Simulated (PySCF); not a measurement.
The vertical singlet excitations below were computed for one of the candidates. Computed with TDDFT PBE0/def2-SVPD, vertical, gas phase, core orbitals frozen in the response (PySCF). Geometries: GFN2-xTB, one conformer each.

| state | ν̃ (cm⁻¹) | f | main configurations (H = HOMO, L = LUMO) |
| --- | --- | --- | --- |
| S1 | 54640 | 0.0011 | H→L (89%) |
| S2 | 57990 | 0.0002 | H→L+1 (78%), H-1→L (11%) |
| S3 | 59500 | 0.011 | H→L+2 (94%) |
| S4 | 60240 | 0.0004 | H-3→L (47%), H-1→L+1 (15%), H-2→L+1 (14%) |
| S5 | 61310 | 0.020 | H-1→L (78%), H→L+1 (13%) |
| S6 | 61600 | 0.0016 | H-1→L+1 (39%), H-3→L (25%), H-2→L+1 (18%) |
| S7 | 62720 | 0.017 | H→L+3 (86%), H-3→L (8%) |
| S8 | 63320 | 0.0038 | H-2→L (52%), H-3→L+1 (27%) |

Question: Which structure fits? All have the formula C7H7N.
A. `N#C[C@@]12C=CC[C@@H]1C2`
B. `[H]/N=C\[C@H](C#C)C#CC`
C. `C#CC(CCC#N)=C`
D. `N#C[C@]12C[C@@H]3[C@H](C1)[C@@H]32`
E. `CC#Cn1cccc1`

Answer: D. Its S1, at 6.77 eV, is the highest among the candidates; the nearest of the others has S1 at 6.20 eV. S1 is HOMO→LUMO (89%). Löwdin shares by element: HOMO carbon 69% or more (atoms not listed hold the other 31%); LUMO carbon 42% or more, nitrogen 25% (atoms not listed hold the other 33%). At the same level the other candidates give, for their lowest levels:
- `N#C[C@@]12C=CC[C@@H]1C2`: 6.20 eV (f 0.079); 6.74 eV (f 0.001); 6.83 eV (f 0.019); 7.07 eV (f 0.037); 7.21 eV (f 0.036); T1 4.13 eV; HOMO -7.37, LUMO -0.34 eV
- `C#CC(=C)CCC#N`: 5.50 eV (f 0.000); 5.72 eV (f 0.248); 6.38 eV (f 0.001); 6.83 eV (f 0.000); 7.18 eV (f 0.089); T1 3.48 eV; HOMO -7.54, LUMO -1.29 eV
- `[H]/N=C\[C@H](C#C)C#CC`: 5.24 eV (f 0.003); 6.25 eV (f 0.001); 6.34 eV (f 0.003); 6.52 eV (f 0.002); 6.62 eV (f 0.001); T1 4.38 eV; HOMO -7.43, LUMO -0.33 eV
- `CC#Cn1cccc1`: 5.76 eV (f 0.294); 5.93 eV (f 0.081); 5.97 eV (f 0.001); 6.08 eV (f 0.008); 6.09 eV (f 0.000); T1 4.02 eV; HOMO -6.40, LUMO 0.15 eV
Triplets come from the Tamm–Dancoff approximation.
